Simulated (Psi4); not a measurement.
Psi4 input (wB97X-D/6-31G*):

```
memory 1500 MB

molecule {
-1 1
B    -0.79352937    0.07341225   -0.00687668
N     0.75829670   -0.18305443    0.03438040
H    -1.31063212   -0.66990919   -0.85355781
H    -1.11257612    1.25287133   -0.29288637
H    -1.28302308   -0.18833522    1.10157951
H     1.19392406    0.45212424    0.69991940
H     1.17187716    0.06756860   -0.86133418
symmetry c1
no_reorient
no_com
}

set {
  basis 6-31G*
  reference rks
  scf_type pk
  dft_radial_points 99
  dft_spherical_points 590
  e_convergence 1e-8
  d_convergence 1e-7
  maxiter 150
}

e = energy('wb97x-d')
print_out(f'\nFINAL {e:.10f} DIPOLE {variable("CURRENT DIPOLE")[0]:.6f} {variable("CURRENT DIPOLE")[1]:.6f} {variable("CURRENT DIPOLE")[2]:.6f}\n')
```

Question: What final total energy does it give?

Answer: -82.58209 Eh.
